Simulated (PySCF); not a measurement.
**C₄H₁₁N₂PSi: full NMR table**

```yaml
Formula: C4H11N2PSi
SMILES: CN(C)P1(=N[SiH3])C=C1
InChI: InChI=1S/C4H11N2PSi/c1-6(2)7(5-8)3-4-7/h3-4H,1-2,8H3
Point_group_of_the_computed_structure: C1
Carbon_signals: 2
Proton_signals: 3
```

Bonds (- single, = double, # triple, : aromatic): C1-N2, N2-C3, N2-P4, P4=N5, N5-Si6, P4-C7, C7=C8, C8-P4. C1 carries H9, H10, H11; C3 carries H12, H13, H14; Si6 carries H15, H16, H17; C7 carries H18; C8 carries H19.

[PySCF 2.14.0 with density-fitted response routines: PBE0-D3(BJ)/def2-SVP structure; NMR shieldings at KT2/pcSseg-1/GIAO; non-relativistic; no solvent; one computed conformer; fast rotation and ring inversion assumed for equivalent nuclei]

δ = σ(ref) − σ, references computed at the same level: ¹H (σref 31.18) and ¹³C (σref 183.22) and ²⁹Si (σref 361.05) vs TMS; ³¹P (σref 325.43) vs H3PO4; ¹⁵N (σref 264.30) against NH3.

```tsv
carbon	δC, type	δH (multiplicity)	HMBC from (2–3 bonds)	span of the C tensor (ppm)
C1/C3	37.3, CH3	2.79 (m)	H9/H10/H11/H12/H13/H14	62
C7/C8	164.9, CH	9.06 (m)	H18/H19	239
```

Other nuclei:
```tsv
atoms	nucleus	environment	δ (ppm)	σ (ppm)
H15/H16/H17	¹H	hydrogen on a silicon bonded to N	4.94	26.24
P4	³¹P	phosphorus bonded to 2 C, 2 N, in a 3-membered ring	-102.7	428.1
Si6	²⁹Si	silicon bonded to N, 3 H	-69.7	430.8
N2	¹⁵N	nitrogen bonded to 2 C, P	48.8	215.5
N5	¹⁵N	nitrogen bonded to P, Si	28.2	236.1
```

δC 164.9: alkene CH; as expected for a trigonal carbon in a double bond. δC 37.3: methyl carbon bonded to N; deshielded by the electronegative neighbour. δH 9.06: hydrogen on an alkene CH. δH 4.94: hydrogen on a silicon bonded to N. δH 2.79: hydrogen on a methyl carbon bonded to N; its carbon carries N, which withdraws density.

Splittings by ³¹P in the carbon and heteronuclear signals aren't shown, as no couplings were computed. Shifts are as computed. Against solution values, carbons near 30 ppm lie about +2 ppm off and those near 130 ppm about -5 ppm. Of 1211 compounds with measured shifts, 218 miss one by over three times the rms of a fit or turn the order of signals round; such compounds aren't used in these exercises. Experimental scales use liquid or dissolved standards, which lie at an offset from isolated NH3 (liquid NH3: subtract about 20 ppm) and H3PO4. Multiplicities follow the n + 1 count of equivalent neighbours, as no J values were calculated; m marks all less simple cases, F and P coupling included.
